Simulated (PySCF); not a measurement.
## Ionisation energy of C²⁺ by level of theory

C²⁺ [He] 2s2 (1S) → C³⁺ [He] 2s1 (2S), as a difference of total energies. All numbers are calculated (PySCF 2.14, the non-relativistic Hamiltonian (point nucleus), in an uncontracted even-tempered set (18 s from 0.12 bohr⁻², ratio 2.2; 9 p from 0.23 bohr⁻², ratio 2.4; 6 d from 0.7 bohr⁻², ratio 2.4; 6 f from 1.1 bohr⁻², ratio 2.4; 5 g from 1.6 bohr⁻², ratio 2.4)). Correlated levels: nothing frozen; virtual orbitals above 40 to 60 times the deepest correlated orbital energy dropped. The calculations carry no spin-orbit coupling.

```
                 method  ionisation energy (eV)
                    UHF                  45.778
                    LDA                  46.948
                    PBE                  47.106
                   PBE0                  47.041
                 r2SCAN                  46.625
                  M06-L                  46.856
                r2SCAN0                  46.697
    MP2 (all electrons)                  47.117
SCS-MP2 (all electrons)                  47.360
```

Task: How much does correlation contribute at MP2 (all electrons)?

Result: 47.117 − (45.778) = 1.339 eV, measured against UHF.

MP2 underrates the near-degeneracy of ns² with np² in the lower species.

For comparison: 47.888 eV (measured; NIST Atomic Spectra Database, ionization energies).
